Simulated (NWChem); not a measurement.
The numbers come from NWChem runs, not from measurements. System: F$_{2}$Si, charge 0, spin multiplicity 1, at a geometry optimised with PBE0/def2-SVP. The structure started from a generated list of species. Level: CCSD(T)/cc-pVDZ, 7 core orbitals frozen.

The NWChem input:

```
start mol
memory heap 100 mb stack 700 mb global 1900 mb
geometry units angstroms nocenter noautoz
  Si     0.000000     0.000000    -0.588083
  F     -1.246491     0.000000     0.457398
  F      1.246491     0.000000     0.457398
  symmetry group C2v
end
basis spherical
  * library cc-pvdz
end
scf
  rhf
  nopen 0
  maxiter 100
  thresh 1e-7
  semidirect memsize 60000000 filesize 0
end
ccsd
  freeze core 7
  maxiter 60
end
task ccsd(t) energy
```

Part of the output:

```
             Northwest Computational Chemistry Package (NWChem) 7.3.0
             --------------------------------------------------------

                                NWChem Input Module
                                -------------------

 Scaling coordinates for geometry "geometry" by  1.889725989
 (inverse scale =  0.529177249)

 Turning off AUTOSYM since
 SYMMETRY directive was detected!

                             Geometry "geometry" -> ""
                             -------------------------

 Output coordinates in angstroms (scale by  1.889725989 to convert to a.u.)

  No.       Tag          Charge          X              Y              Z
 ---- ---------------- ---------- -------------- -------------- --------------
    1 Si                  14.0000     0.00000000     0.00000000    -0.58808300
    2 F                    9.0000    -1.24649100     0.00000000     0.45739800
    3 F                    9.0000     1.24649100     0.00000000     0.45739800

 Effective nuclear repulsion energy (a.u.)      99.1614648170

            Nuclear Dipole moment (a.u.)
            ----------------------------
        X                 Y               Z
 ---------------- ---------------- ----------------
     0.0000000000     0.0000000000     0.0000037795

      Symmetry information
      --------------------

 Group name             C2v
 Group number             16
 Group order               4
 No. of unique centers     2

      Symmetry unique atoms

     1    2


 Summary of "ao basis" -> "" (spherical)
 ------------------------------------------------------------------------------
       Tag                 Description            Shells   Functions and Types
 ---------------- ------------------------------  ------  ---------------------
 *                          cc-pvdz                   on all atoms

 Summary of "ao basis" -> "ao basis" (spherical)
 ------------------------------------------------------------------------------
       Tag                 Description            Shells   Functions and Types
 ---------------- ------------------------------  ------  ---------------------
[...]
 commencing triples evaluation - blocking       1
 ccsd(t): done        1 out of       30 progress:    3.3%
 ccsd(t): done        2 out of       30 progress:    6.7%
 ccsd(t): done        3 out of       30 progress:   10.0%
 ccsd(t): done        4 out of       30 progress:   13.3%
 ccsd(t): done        5 out of       30 progress:   16.7%
 ccsd(t): done        6 out of       30 progress:   20.0%
 ccsd(t): done        7 out of       30 progress:   23.3%
 ccsd(t): done        8 out of       30 progress:   26.7%
 ccsd(t): done        9 out of       30 progress:   30.0%
 ccsd(t): done       10 out of       30 progress:   33.3%
 ccsd(t): done       11 out of       30 progress:   36.7%
 ccsd(t): done       12 out of       30 progress:   40.0%
 ccsd(t): done       13 out of       30 progress:   43.3%
 ccsd(t): done       14 out of       30 progress:   46.7%
 ccsd(t): done       15 out of       30 progress:   50.0%
 ccsd(t): done       16 out of       30 progress:   53.3%
 ccsd(t): done       17 out of       30 progress:   56.7%
 ccsd(t): done       18 out of       30 progress:   60.0%
 ccsd(t): done       19 out of       30 progress:   63.3%
 ccsd(t): done       20 out of       30 progress:   66.7%
 ccsd(t): done       21 out of       30 progress:   70.0%
 ccsd(t): done       22 out of       30 progress:   73.3%
 ccsd(t): done       23 out of       30 progress:   76.7%
 ccsd(t): done       24 out of       30 progress:   80.0%
 ccsd(t): done       25 out of       30 progress:   83.3%
 ccsd(t): done       26 out of       30 progress:   86.7%
 ccsd(t): done       27 out of       30 progress:   90.0%
 ccsd(t): done       28 out of       30 progress:   93.3%
 ccsd(t): done       29 out of       30 progress:   96.7%
 ccsd(t): done       30 out of       30 progress:  100.0%
 Time for integral evaluation pass     1        1.17
 Time for triples evaluation pass      1        0.29

 pseudo-e(mp4)  -0.10407571201497E-01
 pseudo-e(mp5)   0.14921003935037E-02
        e(t)    -0.89154708079933E-02

 --------------
 CCSD(T) Energy
 --------------
 Reference energy:                    -487.895419742476633

 CCSD corr. energy:                     -0.466583636973012
 T(CCSD) corr. energy:                  -0.010407571201497
 Total CCSD+T(CCSD) energy:           -488.372410950651158

 CCSD corr. energy:                     -0.466583636973012
 (T) corr. energy:                      -0.008915470807993
 Total CCSD(T) energy:                -488.370918850257624

 routine      calls  cpu(0)   cpu-min  cpu-ave  cpu-max   i/o
 aoccsd          1     0.00     0.00     0.00     0.00    0.00
 iterdrv         1     0.01     0.01     0.01     0.01    0.00
 pampt          12     0.03     0.03     0.03     0.03    0.00
 t2pm           12     0.05     0.05     0.05     0.05    0.00
 sxy            12     0.09     0.09     0.09     0.09    0.00
 ints       527136    13.56    13.56    13.56    13.56    0.00
 t2eri        2520     0.99     0.99     0.99     0.99    0.00
 idx2         2520     0.22     0.22     0.22     0.22    0.00
 idx34          12     0.03     0.03     0.03     0.03    0.00
 ht2pm          12     0.06     0.06     0.06     0.06    0.00
 itm            12     0.23     0.23     0.23     0.23    0.00
 pdiis          12     0.01     0.01     0.01     0.01    0.00
 triples         1     0.00     0.00     0.00     0.00    0.00
 rdtrpo          1     0.00     0.00     0.00     0.00    0.00
 trpmos          1     1.17     1.17     1.17     1.17    0.00
 trpdrv          1     0.05     0.05     0.05     0.05    0.00
 dovvv       24300     0.10     0.10     0.10     0.10    0.00
 doooo       24300     0.04     0.04     0.04     0.04    0.00
 tengy       21870     0.09     0.09     0.09     0.09    0.00
 Total                16.73    16.73    16.73    16.73    0.00

 Task  times  cpu:       19.3s     wall:       19.3s

 Total times  cpu:       19.3s     wall:       19.3s
```
